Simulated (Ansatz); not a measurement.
```yaml
crystal:
  periodic: [false, false, false]
  atoms:
    - {symbol: N, position_ang: [-0.718469, 1.340689, -0.515908]}
    - {symbol: In, position_ang: [0.149940, -0.124765, 0.212464]}
    - {symbol: O, position_ang: [1.961633, 0.010966, 1.138666]}
    - {symbol: S, position_ang: [-0.645639, -2.406591, 0.268362]}
    - {symbol: H, position_ang: [-1.265062, 1.264734, -1.316429]}
    - {symbol: H, position_ang: [-0.093700, 2.207593, -0.723166]}
    - {symbol: H, position_ang: [2.309242, -0.658982, 1.601305]}
    - {symbol: H, position_ang: [-1.765905, -1.993546, -0.471334]}
basis:
  gaussian: {orbitals: def2-TZVP, final_grid: {core_spheres: 8, valence_spheres: 7, degree: 23}}
total_charge: 1
magnetization: {spin_polarized: true, initial_magnetization: 2}
hamiltonian: {xc: {name: LC-wPBE}, pseudopotentials: {relativity: none}}
output: {forces: true}
```

```sh
$ ansatz run in.yaml --threads 4 --pin off --events-out ev --progress --plain --max-ram 10444MiB
```

It prints (some lines left out):

```
Error: a molecule whose nuclei and cores have a total charge of 56 cannot have a net charge of 1 together with 2 unpaired electrons
```

In this input the number of unpaired electrons doesn't fit the electron count. The program refused the input.
